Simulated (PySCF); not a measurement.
Correlation energy of Se²⁺ (selenium, charge +2)

[Ar] 3d10 4s2 4p2, high-spin 3P determinant. Computed with PySCF 2.14 in def2-TZVPPD (7s6p5d1f, 57 functions), with no relativity, point nucleus. Frozen: [Ar] 3d10; 4 electrons correlated.

MP2 pair energies summed by pair of shells (mhartree):

```
 pair  energy  share (%)
4s-4p  -36.01       62.7
4s-4s  -15.81       27.5
4p-4p   -5.65        9.8
```

Total MP2 correlation energy: -57.46 mhartree.

Same-spin part -9.26 and opposite-spin part -48.20 mhartree; SCS-MP2 scales them by 1/3 and 6/5 to -60.93 mhartree.
